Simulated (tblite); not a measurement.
A tight-binding relaxation on `N([SiH3])CB(N=C(C)C)C`.

Computed with GFN2-xTB geometry optimisation, gas phase (tblite 0.8.0). Start geometry: from a force field or distance geometry. A driver script takes a list of jobs; this job's settings line and coordinates (Å) are shown.

Command:
```bash
OMP_NUM_THREADS=1 python probes_run.py task.json out
```

Input:
```
{"job": {"kind": "relax", "xc": "GFN2-xTB", "basis": "xTB"}, "charge": 0, "multiplicity": 1}
C      0.032100     0.892500    -2.019600
B      0.244200     0.034500    -0.702500
C      1.722200    -0.531100    -0.377100
N      2.131800    -0.079300     0.941900
Si     3.710300    -0.841300     1.374300
N     -0.908800    -0.528600     0.131500
C     -2.107900    -0.073200     0.273800
C     -2.572600     1.234500    -0.313300
C     -3.039700    -0.871100     1.147700
H     -0.291600     1.925600    -1.755000
H     -0.748000     0.408600    -2.656500
H      0.960200     0.958300    -2.601500
H      1.654400    -1.636400    -0.411500
H      2.436100    -0.173300    -1.155000
H      2.298200     0.954100     0.918500
H      3.562900    -2.301200     1.419000
H      4.717400    -0.468700     0.361000
H      4.146800    -0.364000     2.685900
H     -1.888500     2.051900    -0.022900
H     -2.641500     1.147600    -1.414400
H     -3.591100     1.509500     0.059400
H     -2.624500    -0.945100     2.172200
H     -4.041300    -0.389000     1.226500
H     -3.173100    -1.895100     0.725100
```

Output:
```
step      E/eV     max force
  0    -738.45184    2.564
  1    -738.76245    1.556
  2    -738.88068    1.485
  3    -738.93730    0.563
  4    -738.97845    0.364
  5    -738.99853    0.334
  6    -739.03195    0.377
  7    -739.06438    0.436
  8    -739.08840    0.289
  9    -739.10355    0.237
... (167 lines left out)
177    -740.05074    0.018
178    -740.05079    0.017
179    -740.05083    0.012
180    -740.05085    0.011
181    -740.05088    0.012
182    -740.05090    0.012
183    -740.05093    0.011
184    -740.05096    0.011
185    -740.05099    0.011
186    -740.05101    0.009
```

«max force» is the largest atomic force in eV/Å.

**Question.** From which step on does the largest force stay under 0.1 eV/Å, and how much energy is left to gain from there?

**Answer.** From step 105 (0.091 eV/Å), 15.4 meV above the end.

Main results: energy lowered by 36.9 kcal/mol over 186 steps; largest atomic force 0.009 eV/Å at the end.

**Question.** Give the final coordinates.

**Answer.** 1.231 Å rms from the input after alignment:
```
atom  x, y, z in Å
C1     0.0578    0.0679   -2.9325
B2     0.2222    0.0291   -1.3474
C3     1.6846   -0.1639   -0.7035
N4     1.7256   -0.0130    0.7425
Si5    2.9127   -0.7117    1.7538
N6    -0.8289    0.1844   -0.5289
C7    -1.7420    0.2687    0.3134
C8    -2.1844    1.5905    0.8761
C9    -2.4745   -0.9413    0.8180
H10    0.5066    0.9724   -3.3385
H11   -0.9821    0.0480   -3.2475
H12    0.5657   -0.7712   -3.4017
H13    2.0498   -1.1687   -0.9328
H14    2.3936    0.5283   -1.1843
H15    1.2781    0.8418    1.0340
H16    2.9022   -2.1526    1.4843
H17    4.2960   -0.2338    1.5665
H18    2.4767   -0.3870    3.1129
H19   -1.6675    2.4085    0.3816
H20   -3.2586    1.7133    0.7499
H21   -1.9667    1.6246    1.9427
H22   -2.3383   -1.0320    1.8943
H23   -3.5408   -0.8436    0.6199
H24   -2.0995   -1.8387    0.3347
```

**Question.** Estimate the wall time. Hardware: an Arm Neoverse N1 with one thread, no GPU, shared host.

**Answer.** About 3.1 s.
Labels such as C1 count atoms from 1, the log's own numbers from 0.
